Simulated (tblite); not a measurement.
Compound: C3H16B2Si3.
Structure used (GFN2-xTB), in Å, numbered top down from 1:
```
atom  x, y, z in Å
B1     0.3748   -1.2105   -1.0233
Si2    0.0778    0.5182   -0.1021
B3    -1.7015    0.5138    0.7003
C4    -2.9886    0.8495   -0.1567
C5    -3.9443   -0.3497   -0.2534
C6     1.4804    0.7717    1.2310
Si7    3.2552    0.7228    0.5748
Si8    3.3538   -0.9667   -1.0038
H9     0.2613   -2.1969   -0.3814
H10    0.0148   -1.3116   -2.1426
H11    0.3264    1.6977   -0.9894
H12   -1.8998    0.1142    1.7893
H13   -2.7594    1.1869   -1.1703
H14   -3.5351    1.6682    0.3240
H15   -4.2463   -0.6839    0.7368
H16   -3.4517   -1.1796   -0.7567
H17   -4.8393   -0.0918   -0.8174
H18    1.3116    1.7088    1.7614
H19    1.3618   -0.0157    1.9781
H20    4.2335    0.4872    1.6538
H21    3.6274    2.0106   -0.0314
H22    1.8597   -1.2720   -1.2622
H23    3.9307   -2.2677   -0.6422
H24    3.8849   -0.6840   -2.3422
```

Calculated harmonic vibrations of the isolated species, GFN2-xTB (tblite), most abundant isotopes, no scaling. Errors from tens to a few hundred cm⁻¹ against measured bands are possible. Modes of hydrogen on boron and silicon can be 10 to 20 % off. One conformer, not necessarily the lowest. The optimisation stopped once no atom felt more than 0.01 eV/Å.

Lowest wavenumbers of the output (negative numbers stand for imaginary wavenumbers):
```
mode    cm-1
  1     -34.7
  2      35.3
  3      45.2
  4      68.6
  5      83.5
  6     155.0
  7     163.5
  8     192.8
```

Problem. Is this structure a minimum?

Solution. Not by this Hessian. 1 mode is imaginary beyond 20i (35i cm⁻¹), so at this level the point lies at or near a first-order saddle. The curvature is small, so loose convergence or finite differences may be the whole cause.

Problem. Which atoms move in the imaginary mode?

Solution. 35i: C5 (methyl carbon) 45 %, H16 (methyl hydrogen) 10 %. These are shares of the mass-weighted motion.

Problem. What is the remedy?

Solution. Step along that mode in both directions, optimise again with tighter thresholds and repeat the frequencies. The zero-point energy of this point (108.5 kcal/mol) counts the 65 real modes alone, and thermal corrections from it aren't those of a minimum.
